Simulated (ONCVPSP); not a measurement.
# Varying the ONCV potential for gold (Au)

Base potential:

```
Element                 : Au (Z = 79)
Generator               : ONCVPSP 4.0.1
Type                    : optimised norm-conserving Vanderbilt (ONCV)
Functional              : PBEsol
Relativity              : scalar-relativistic
Frozen core             : [Xe] 4f14
Valence charge          : 11
Reference configuration : 5d10 6s0.75 6p0.25
Partial waves           : 6s: rc 2.00 bohr, ncon 4, nbas 8, qcut 2.8 1/bohr, 2 projectors, debl 3 Ha; 6p: rc 3.35 bohr, ncon 4, nbas 7, qcut 2.6 1/bohr, 2 projectors, debl 1 Ha; 5d: rc 1.85 bohr, ncon 4, nbas 9, qcut 9.9 1/bohr, 2 projectors, debl 1.9 Ha; f scattering state at 0.26 Ha: rc 3.40 bohr, ncon 4, nbas 8, qcut 3 1/bohr, 1 projector
Local potential         : polynomial inside 1.75 bohr (lpopt 5, dvloc0 0 Ha)
Core correction         : Teter function, fcfact 2.75, rcfact 1.6
```

All-electron outer shells of the reference configuration (PBEsol, scalar-relativistic, ld1.x):

```tsv
shell	level (eV)	outermost node (bohr)	outermost maximum (bohr)
4f	-81.80	–	0.37
5p	-60.43	0.52	0.96
5d	-7.50	0.56	1.21
6s	-6.26	1.11	2.29
6p	-1.04	1.32	3.51
```

Cutoffs, loose and tight: the cutoffs (Ha) at which the residual kinetic energy of the hardest occupied pseudo-wave falls to 1 and 0.1 mHa per electron. They do not see the model core or the augmentation charge, which bear on the density cutoff. Test errors are all-electron minus pseudo excitation energies from the reference, over the configurations 5d10 6s1 6p0; 5d10 6s0 6p0; 5d9 6s0 6p0; 5d9 6s1 6p1. A dash means not determined; rows that change the core or the reference have their own tests. The largest error is taken over the tests solved by every variant that gives reliable tests at all: 5d10 6s0 6p0; 5d10 6s1 6p0; 5d9 6s1 6p1.

| change | outcome | cutoff, loose | cutoff, tight | bound ghosts | GHOST(+) flags above zero | largest test error (meV) |
| --- | --- | --- | --- | --- | --- | --- |
| base | generated | 23 Ha | 28 Ha | none | s, p, f | -33 |
| all radii but the core radius scaled by about 0.81 (s 1.62, p 2.72, d 1.50, f 2.76 bohr); local potential polynomial inside 1.42 bohr (lpopt 5, dvloc0 0 Ha) | failed: optimize: ERROR ps0norm > uunorm, code will stop | – | – | – | – | – |
| all radii but the core radius scaled by about 0.88 (s 1.76, p 2.94, d 1.62, f 3.00 bohr); local potential polynomial inside 1.54 bohr (lpopt 5, dvloc0 0 Ha) | failed: optimize: ERROR ps0norm > uunorm, code will stop | – | – | – | – | – |
| all radii but the core radius scaled by about 1.06 (s 2.12, p 3.56, d 1.96, f 3.62 bohr); local potential polynomial inside 1.86 bohr (lpopt 5, dvloc0 0 Ha) | generated | 23 Ha | 28 Ha | none | s, p, f | -39 |
| all radii but the core radius scaled by about 1.22 (s 2.44, p 4.10, d 2.26, f 4.16 bohr); local potential polynomial inside 2.14 bohr (lpopt 5, dvloc0 0 Ha) | generated | 18 Ha | 25 Ha | none | s, p | -19 |
| all radii but the core radius scaled by about 1.33 (s 2.66, p 4.44, d 2.46, f 4.52 bohr); local potential polynomial inside 2.32 bohr (lpopt 5, dvloc0 0 Ha) | generated | 25 Ha | 31 Ha | none | s | -20 |

Question: What comes out with this change to the base: all radii but the core radius scaled by about 1.13 (s 2.26, p 3.78, d 2.10, f 3.84 bohr); local potential polynomial inside 1.98 bohr (lpopt 5, dvloc0 0 Ha)?

Answer: outcome: generated; cutoff, loose: 22 Ha; cutoff, tight: 28 Ha; bound ghosts: none; GHOST(+) flags above zero: s, p; largest test error (meV): -33.

Reading the sweep of the scale of all radii but the core radius (base = 1) (base included, trends over the rows without a ghost): The loose cutoff is not monotonic: lowest 18 Ha at 1.22, highest 25 Ha at 1.33. The generation fails at 0.81, 0.88.
